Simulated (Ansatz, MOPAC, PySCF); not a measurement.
Noncovalent pair: SiH4 (SMILES [SiH4]) (first 5 atoms) with PH3 (SMILES P); geometry from B3LYP-D3(BJ)/def2-TZVP, rigid monomers moved along the line of their centres of mass till Si1···P6 is 4.73 Å.
(charge 0, multiplicity 1):
```xyz
9

Si    -0.133     0.052     0.165
H     -1.495    -0.354     0.580
H     -0.065     0.103    -1.313
H      0.852    -0.930     0.669
H      0.174     1.390     0.718
P     -0.354    -0.111     4.890
H      0.819     0.258     4.183
H     -0.591    -1.245     4.071
H     -1.189     0.730     4.111
```

Interaction energies are E(AB) − E(A) − E(B) at the monomers' geometry in the complex; basis-set methods are counterpoise corrected. Rows marked so take none.

Rows in 3-21G carry no dispersion term and start afresh at each structure. The state that PM3 reach isn't checked.

The values were computed with Ansatz (a first-principles code); MOPAC for PM3 (differences of heats of formation); PySCF for 3-21G rows, the dispersion terms. Each number belongs to the level named beside it.

Question: One of these levels gives -0.33 kcal/mol for the interaction energy. Which one is it?
(A) PM3
(B) B3LYP/3-21G (no counterpoise)
(C) r2SCAN-D3(BJ)/def2-TZVPPD

Answer: B, B3LYP/3-21G (no counterpoise). The others give 0.14 (PM3), -0.76 (r2SCAN-D3(BJ)/def2-TZVPPD)
